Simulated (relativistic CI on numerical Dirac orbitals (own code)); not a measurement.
## Calculated levels, Mo32+

These numbers are calculated, not measured: Dirac-Coulomb-Breit CI, separate exchange-only KLI orbitals for each configuration, QED by a radiative potential, unscaled Slater integrals (own radial code, finite nucleus).

Configuration list (outside the closed core 1s2): 2s²2p⁶, 2s²2p⁵3s, 2s²2p⁵3p, 2s²2p⁵3d, 2s2p⁶3s, 2s2p⁶3p, 2s2p⁶3d, 2s²2p⁵4s, 2s²2p⁵4p, 2s²2p⁵4d, 2s²2p⁵4f, 2s2p⁶4s, 2s2p⁶4p, 2s2p⁶4d, 2s²2p⁴3s², 2s2p⁶4f. Levels of other configurations are missing.

```
No.  Configuration  Term  J  E (10³ cm⁻¹)    %  Next component (%)  Landé g
  1         2s²2p⁶    ¹S  0           0.0  100                             
  2       2s²2p⁵3s   ³P°  2       19163.0  100                        1.492
  3       2s²2p⁵3s   ¹P°  1       19195.5   64              36 ³P°    1.168
  4       2s²2p⁵3p    ³S  1       19683.3   45               44 ³P    1.628
  5       2s²2p⁵3p    ³D  2       19706.2   52               33 ¹D    1.155
  6       2s²2p⁵3p    ³D  3       19911.1  100                        1.327
  7       2s²2p⁵3p    ¹P  1       19912.8   58               27 ³S    1.220
  8       2s²2p⁵3p    ³P  2       19959.0   67               33 ¹D    1.329
  9       2s²2p⁵3s   ³P°  0       20045.5  100                             
 10       2s²2p⁵3s   ³P°  1       20060.8   64              36 ¹P°    1.312
 11       2s²2p⁵3p    ³P  0       20142.7   60               40 ¹S         
 12       2s²2p⁵3d   ³P°  0       20539.1  100                             
 13       2s²2p⁵3d   ³P°  1       20566.5   81              19 ³D°    1.304
 14       2s²2p⁵3p    ³D  1       20574.8   72               25 ¹P    0.659
 15       2s²2p⁵3d   ³F°  3       20599.1   57              36 ¹F°    1.065
 16       2s²2p⁵3d   ³D°  2       20614.9   55              34 ³P°    1.226
 17       2s²2p⁵3d   ³F°  4       20623.9  100                        1.244
 18       2s²2p⁵3d   ¹D°  2       20651.0   62              22 ³P°    1.054
 19       2s²2p⁵3d   ³D°  3       20687.8   69              29 ¹F°    1.226
 20       2s²2p⁵3p    ¹S  0       20779.7   60               40 ³P         
 21       2s²2p⁵3p    ³P  1       20800.8   54               24 ³S    1.467
 22       2s²2p⁵3d   ¹P°  1       20810.3   52              39 ³D°    0.845
 23       2s²2p⁵3p    ³D  2       20815.2   48               34 ¹D    1.162
 24       2s²2p⁵3d   ³F°  2       21475.9   72              22 ¹D°    0.768
 25       2s²2p⁵3d   ³P°  2       21525.7   42              40 ³D°    1.266
 26       2s²2p⁵3d   ³F°  3       21542.0   41              35 ¹F°    1.109
 27       2s²2p⁵3d   ¹P°  1       21592.4   47              42 ³D°    0.844
 28        2s2p⁶3s    ³S  1       21869.7   99       1 2s²2p⁵3p ³S    1.992
 29        2s2p⁶3s    ¹S  0       21975.5  100                             
 30        2s2p⁶3p   ³P°  0       22399.5  100                             
 31        2s2p⁶3p   ³P°  1       22410.1   73              26 ¹P°    1.358
 32        2s2p⁶3p   ³P°  2       22623.2  100                        1.495
 33        2s2p⁶3p   ¹P°  1       22648.9   73              27 ³P°    1.132
 34        2s2p⁶3d    ³D  1       23276.2  100                        0.497
 35        2s2p⁶3d    ³D  2       23288.4   95                5 ¹D    1.153
 36        2s2p⁶3d    ³D  3       23322.6  100                        1.329
 37        2s2p⁶3d    ¹D  2       23401.5   95                5 ³D    1.006
 38       2s²2p⁵4s   ³P°  2       26082.5  100                        1.493
 39       2s²2p⁵4s   ¹P°  1       26093.5   66              34 ³P°    1.159
 40       2s²2p⁵4p    ³P  1       26298.7   47               41 ³S    1.600
 41       2s²2p⁵4p    ³D  2       26305.2   51               33 ¹D    1.155
 42       2s²2p⁵4p    ³D  3       26389.0  100                        1.328
 43       2s²2p⁵4p    ¹P  1       26390.8   60               28 ³S    1.228
 44       2s²2p⁵4p    ³P  2       26406.4   67               33 ¹D    1.331
 45       2s²2p⁵4p    ¹S  0       26480.9   59               40 ³P
```

Energies count from the lowest computed level; ° marks odd parity.

The mean weight of the leading LS term, summed over parents, in these 45 levels is 73 %, and that of the leading jj configuration (from the same eigenvectors) 97 %, so jj coupling describes them better and the LS labels are nominal.

At this charge energies of transitions that change n are usually good to better than 1 %, and those within a shell (Δn = 0) to a few per cent.

LS names give the leading component of a level, which can be under half, so a name can repeat, a term be missing and a line seem to break the LS rules.
